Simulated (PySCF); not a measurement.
Species: As2.
Structure used (B3LYP/def2-SVPD), in Å, numbered top down from 1:
```xyz
2
As2 angstrom
As     1.0534   -0.0050   -0.0003
As    -1.0544    0.0062   -0.0138
```

Method used: PySCF, B3LYP/def2-SVPD geometry optimisation, gas phase.

Take the most abundant isotopes and a rigid rotor. 

What are the moment of inertia and the rotational constant?

I = 166.440 u·Å², B = 505379 MHz·u·Å²/I = 3036 MHz (0.1013 cm⁻¹, or 0.146 K as hB/k). For two atoms I = μr² with μ = 37.4608 u and r = 2.1079 Å.

List the first levels of a rigid rotor in a Σ state.

E(J) = BJ(J+1): J = 1: 0.203, J = 2: 0.608, J = 3: 1.215, J = 4: 2.026, J = 5: 3.039, J = 6: 4.254 cm⁻¹.

Has it a pure rotational spectrum?

Not by electric dipole: D∞h allows no dipole (computed 0.00 D). Rotational Raman lines (ΔJ = 2) lie at B(4J + 6), spaced by 4B = 0.405 cm⁻¹, with nuclear-spin weights that differ between even and odd J.

Whether it is a minimum is left open (no frequencies). No vibrational averaging or centrifugal distortion is included, and the geometry carries the error of its method.
